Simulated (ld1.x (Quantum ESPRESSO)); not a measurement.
zinc (Zn): one change to a PAW potential, before and after

ld1.x (Quantum ESPRESSO) 7.5 input, shortened:

```
&input
   title='Zn', zed=30., rel=1, dft='WC', iswitch=3,
   config='[Ar] 3d10 4s2 4p0'
 /
 &inputp
   pseudotype=3, lpaw=.true., tm=.true., lloc=-1, rcloc=1.60,
   nlcc=.true., new_core_ps=.true.,
   which_augfun='BESSEL', rmatch_augfun=0.95
 /
6
4S  1  0   2.00   0.00  1.70  2.30  0.0
4S  1  0   0.00   0.95  1.70  2.30  0.0
4P  2  1   0.00   0.00  2.35  3.15  0.0
4P  2  1   0.00   4.55  2.35  3.15  0.0
3D  3  2  10.00   0.00  1.00  1.40  0.0
3D  3  2   0.00   3.60  1.00  1.40  0.0
 &test
   configts(1)='3d10 4s2 4p0'
 /
```

Change: all radii but the core radius scaled by about 0.96 (s 2.22, p 3.04, d 1.34 bohr, rcut 1.64/2.26/0.96); local potential all-electron potential smoothed inside 1.54 bohr (lloc = -1); augmentation BESSEL, radius 0.92 bohr.

Cutoffs: the cutoffs (Ry, on a coarse ladder) from which the occupation-weighted sum of valence levels, in a spherical-Bessel basis at the reference potential, stays within 10 and 1 mRy of its value at 400 Ry; they do not see the model core or the augmentation charge, which bear on the density cutoff. Errors are all-electron minus pseudo energies relative to the spin-unpolarised reference configuration.

Q: Predict the effect on cutoff, ghosts and configuration errors.

A: The potential gets harder (55 Ry and 90 Ry → 60 Ry and 110 Ry); the number of tests that count goes from 7 to 6; of the 6 tests that both files solve, the error grows in 2 and shrinks in 3 by more than 15 % and 0.3 meV (median size 2.7 → 3.5 meV); neither file shows a bound ghost at the reference potential, the only one tested. A smaller radius makes the pseudo-wave follow the all-electron one further in, where it bends more sharply, so more plane waves are needed.

| quantity | base | changed |
| --- | --- | --- |
| cutoff, loose | 55 Ry | 60 Ry |
| cutoff, tight | 90 Ry | 110 Ry |
| loose cutoff by channel (10 mRy a level) | s 6 Ry, d 45 Ry | s 6 Ry, d 50 Ry |
| bound ghosts | none | none |
| tests counted (converged, no solver errors) | 7 of 7 | 6 of 7 |
| error for 3d10 4s1 4p0, meV [ΔE 9.92 eV] | +0.9 | +1.2 |
| error for 3d10 4s0 4p0, meV [ΔE 28.27 eV] | -1.7 | +0.5 |
| error for 3d9 4s2 4p1, meV [ΔE 12.30 eV] | -50 | +34 |
| error for 3d10 4s1 4p1, meV [ΔE 5.17 eV] | -0.5 | -1.0 |
| error for 3d9 4s2 4p0, meV [ΔE 17.95 eV] | -53 | +35 |
| error for 3d10 4s0 4p2, meV [ΔE 10.68 eV] | -3.6 | -5.7 |
| lowest overlap eigenvalue by channel | s 0.34, p 0.62, d 0.88 | s 0.33, p 0.59, d 0.16 |

Changed file: Tests not counted: 3d9 4s0 4p0 (solver errors, printed error -1225 eV).
